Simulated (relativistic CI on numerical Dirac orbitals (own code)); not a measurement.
# d4 in a ligand field

Computed with a parametric ligand-field model of a d^n configuration (Racah B and C, spin-orbit zeta, crystal field), exact diagonalisation.

Field parameters in Wybourne normalisation: Oh B⁴₀ = 21Dq, B⁴₄ = √(5/14) B⁴₀. The field is a parameter set, without covalency.

Q: Ground term and bands for B = 710, C = 3610, ζ = 0 cm⁻¹, Oh, 10Dq = 12070 cm⁻¹?

A: Ground term 5E with 1.00 electrons in the two orbitals of the cubic e set. Spin-allowed: 5T2 12070 cm⁻¹ (829 nm). Lowest spin-forbidden: 3T1 8478 cm⁻¹ (1180 nm), 3E 17951 cm⁻¹ (557 nm), 1T2 17957 cm⁻¹ (557 nm).

Q: Ground term and bands for B = 710, C = 3610, ζ = 0 cm⁻¹, Oh, 10Dq = 7810 cm⁻¹?

A: Ground term 5E with 1.00 electrons in the two orbitals of the cubic e set. Spin-allowed: 5T2 7810 cm⁻¹ (1280 nm). Lowest spin-forbidden: 3T1 12303 cm⁻¹ (813 nm), 3E 17872 cm⁻¹ (560 nm), 3T1 18979 cm⁻¹ (527 nm).

Q: Ground term and bands for B = 710, C = 3610, ζ = 0 cm⁻¹, Oh, 10Dq = 27690 cm⁻¹?

A: Ground term 3T1 with 0.03 electrons in the two orbitals of the cubic e set. Spin-allowed: 3E 24469 cm⁻¹ (409 nm), 3T1 25416 cm⁻¹ (393 nm), 3T2 26267 cm⁻¹ (381 nm), 3A1 27245 cm⁻¹ (367 nm). Lowest spin-forbidden: 5E 6415 cm⁻¹ (1559 nm), 1T2 10049 cm⁻¹ (995 nm), 1E 10972 cm⁻¹ (911 nm).

Q: Ground term and bands for B = 710, C = 3610, ζ = 0 cm⁻¹, Oh, 10Dq = 2130 cm⁻¹?

A: Ground term 5E with 1.00 electrons in the two orbitals of the cubic e set. Spin-allowed: 5T2 2130 cm⁻¹. Lowest spin-forbidden: 3T1 16655 cm⁻¹ (600 nm), 3E 17582 cm⁻¹ (569 nm), 3T2 18619 cm⁻¹ (537 nm).

Q: Ground term and bands for B = 710, C = 3610, ζ = 0 cm⁻¹, Oh, 10Dq = 24850 cm⁻¹?

A: Ground term 3T1 with 0.03 electrons in the two orbitals of the cubic e set. Spin-allowed: 3E 21702 cm⁻¹ (461 nm), 3T1 22655 cm⁻¹ (441 nm), 3T2 23490 cm⁻¹ (426 nm), 3A1 24488 cm⁻¹ (408 nm). Lowest spin-forbidden: 5E 3658 cm⁻¹ (2734 nm), 1T2 9970 cm⁻¹ (1003 nm), 1E 10904 cm⁻¹ (917 nm).
